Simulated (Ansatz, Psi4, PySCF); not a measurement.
hydrazine (H4N2), singlet, at a GFN2-xTB geometry, atoms displaced at random by about 0.03 Å a coordinate. Base run: B3LYP/STO-3G, gradient (PySCF).

Here is a job for PySCF.
```python
from pyscf import gto, scf, dft

mol = gto.Mole()
mol.atom = '''
    N    -0.626801   -0.165737    0.117333
    N     0.653333    0.217221    0.027600
    H    -1.222270    0.690690    0.233620
    H    -1.052094   -0.621715   -0.782429
    H     1.245237   -0.667449    0.269558
    H     0.992991    0.503087   -0.840698
'''
mol.basis = 'sto-3g'
mol.charge = 0
mol.spin = 0
mol.verbose = 3
mol.build()

mf = dft.RKS(mol)
mf.xc = 'b3lyp'
mf.kernel()
g = mf.nuc_grad_method()
grad = g.kernel()
```

Programs used: Ansatz (a first-principles code), Psi4, PySCF; a row that names a program was run with it.

The coordinate followed is z of atom 4.

Variants of this job, named by their change:

| change | dE/dx (Eh/bohr) | net force (Eh/bohr) |
|---|---|---|
| base | -0.012227 | 0.000005 |
| conv_tol = 1e-11 | -0.012227 | 0.000005 |
| grids.level = 5; grid_response = on | -0.012227 | 0.000000 |
| grids.level = 5; grid_response = off | -0.012227 | 0.000000 |
| code = psi4 | -0.012207 | 0.000002 |
| code = ansatz | -0.012226 | 0.000000 |
| density fitting = on | -0.012208 | 0.000005 |
| finite difference step (bohr) = 0.05; conv_tol = 1e-11 | -0.012017 | - |
| grids.level = 0; grid_response = on | ? | 0.000000 |
| finite difference step (bohr) = 0.01; conv_tol = 1e-11 | -0.012218 | - |
| grids.level = 1; grid_response = off | -0.012232 | 0.000083 |
| conv_tol = 1e-4 | -0.012197 | 0.000005 |

Complete the blanks.


- grids.level = 0; grid_response = on, dE/dx (Eh/bohr): -0.014497

The net force is zero for an exact gradient.
